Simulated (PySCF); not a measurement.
How methods differ on the excitation energy of O⁺

O⁺ [He] 2s2 2p3 (4S) → O⁺ [He] 2s1 2p4 (4P), as a difference of total energies. Calculation: PySCF 2.14, in aug-cc-pVQZ with one added diffuse shell each of s, p, d, f, g type (7s6p5d4f3g, 105 functions); the non-relativistic Hamiltonian (point nucleus). Correlated levels: valence: 1s2 frozen. The calculations carry no spin-orbit coupling.

```json
{"method": "UHF", "excitation energy (eV)": "14.905", "error (eV)": "+0.035"}
{"method": "LDA", "excitation energy (eV)": "14.295", "error (eV)": "-0.575"}
{"method": "PBE", "excitation energy (eV)": "14.048", "error (eV)": "-0.822"}
{"method": "PBE0", "excitation energy (eV)": "14.354", "error (eV)": "-0.516"}
{"method": "r2SCAN", "excitation energy (eV)": "14.036", "error (eV)": "-0.834"}
{"method": "BHandHLYP", "excitation energy (eV)": "14.771", "error (eV)": "-0.099"}
{"method": "r2SCAN0", "excitation energy (eV)": "14.298", "error (eV)": "-0.572"}
{"method": "revPBE", "excitation energy (eV)": "14.005", "error (eV)": "-0.865"}
{"method": "PBEsol", "excitation energy (eV)": "14.095", "error (eV)": "-0.775"}
{"method": "MP2 (valence)", "excitation energy (eV)": "14.956", "error (eV)": "+0.086"}
{"method": "SCS-MP2 (valence)", "excitation energy (eV)": "14.963", "error (eV)": "+0.093"}
```

Reference: 14.870 eV (measured; NIST levels, between the centres of gravity of the two terms).

Errors of the correlated levels include the incompleteness of this basis and the frozen core.
